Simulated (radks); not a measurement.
All-electron atom: Au in [Xe] 4f14 5d10 6s1 (the NIST ground configuration).

Calculated with a radial shooting solver on a logarithmic mesh with Libxc functionals: non-relativistic Kohn-Sham, BLYP, spin-polarised, spherical densities, point nucleus; open shells are filled with parallel spins first (spin-orbit coupling, left out, can overturn this in heavy ions); relativity is left out, which matters for an element this heavy.

Energy parts (hartree):
part                       energy
total                 -17869.9752
kinetic                17866.2654
electron-nucleus      -42564.1413
Hartree                 7170.6078
exchange-correlation    -342.7072

Orbitals (lengths in bohr, moments of r in powers of bohr; <r^-3> diverges for s and p1/2):
orbital	occ.	eigenvalue (hartree)	<r^-3>	<1/r>	<r>	<r^4>
1s up	1	-2685.626	-	78.45	0.01916	6.067e-07
1s down	1	-2685.626	-	78.45	0.01916	6.067e-07
2s up	1	-448.1688	-	18.46	0.08072	0.00009767
2s down	1	-448.1688	-	18.46	0.08072	0.00009767
2p up	3	-430.8868	17440	18.50	0.06821	0.00006116
2p down	3	-430.8867	17440	18.50	0.06821	0.00006116
3s up	1	-104.8771	-	7.152	0.2037	0.003323
3s down	1	-104.8769	-	7.152	0.2037	0.003323
3p up	3	-96.72626	3797	7.108	0.1941	0.002938
3p down	3	-96.72609	3797	7.108	0.1941	0.002938
3d up	5	-81.51160	676.7	7.040	0.1695	0.001956
3d down	5	-81.51150	676.7	7.040	0.1695	0.001956
4s up	1	-22.10349	-	3.126	0.4487	0.07395
4s down	1	-22.10319	-	3.126	0.4487	0.07395
4p up	3	-18.58811	895.2	3.038	0.4529	0.07981
4p down	3	-18.58780	895.2	3.038	0.4529	0.07980
4d up	5	-12.12395	140.9	2.856	0.4609	0.09490
4d down	5	-12.12363	140.9	2.856	0.4609	0.09490
4f up	7	-3.46396	30.56	2.508	0.4868	0.1647
4f down	7	-3.46360	30.56	2.508	0.4868	0.1647
5s up	1	-3.10057	-	1.293	1.027	2.053
5s down	1	-3.10026	-	1.293	1.027	2.049
5p up	3	-1.98829	150.0	1.177	1.119	3.082
5p down	3	-1.98760	150.1	1.178	1.119	3.065
5d up	5	-0.29297	12.63	0.8387	1.590	19.49
5d down	5	-0.28741	12.81	0.8446	1.576	18.62
6s up	1	-0.16036	-	0.3759	3.342	285.5
6s down	0	-0.14316	-	0.3720	3.395	314.5

The highest occupied level is 6s up at -4.364 eV. The spin density at the nucleus is 12.63 e/bohr^3 (1s 0.03, 2s 0.01, 3s 0.01, 4s -0.01, 5s -0.01, 6s 12.60). The electron density at the nucleus is 3.539e+05 e/bohr^3. For comparison, the ionisation energy in NIST's Atomic Spectra Database is 9.226 eV (measured). In exact Kohn-Sham theory the highest level is minus the ionisation energy, but local and semilocal functionals leave it too shallow, through self-interaction and a potential that decays too fast; potentials with the right tail come closer. The density falls to 0.001 e/bohr^3 at r = 4.39 bohr.
